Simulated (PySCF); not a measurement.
ZnI₂, SMILES [I][Zn][I].

Geometry optimised at PBE-D3(BJ)/def2-SVP. The isomer is the one that the SMILES or the coordinates give; other isomers of the formula were not compared. The def2 effective core potentials stand for the cores of I; spin–orbit coupling is left out.

Level of theory: PBE/def2-TZVPD (PySCF).

```json
{
 "total_energy": "-2374.63935 hartree",
 "point_group": "D∞h",
 "highest_occupied_level": "-6.73 eV",
 "lowest_empty_level": "-2.84 eV",
 "orbital_gap": "3.89 eV",
 "dipole_moment": "0.00 D",
 "quadrupole, principal values (traceless, Buckingham form, about the centre of nuclear charge)": "-1.80, 0.90, 0.90 D·Å",
 "mean_static_polarisability": "105.1 bohr³ (15.57 Å³)",
 "polarisability_principal_values": "78.7, 78.7, 157.8 bohr³"
}
```
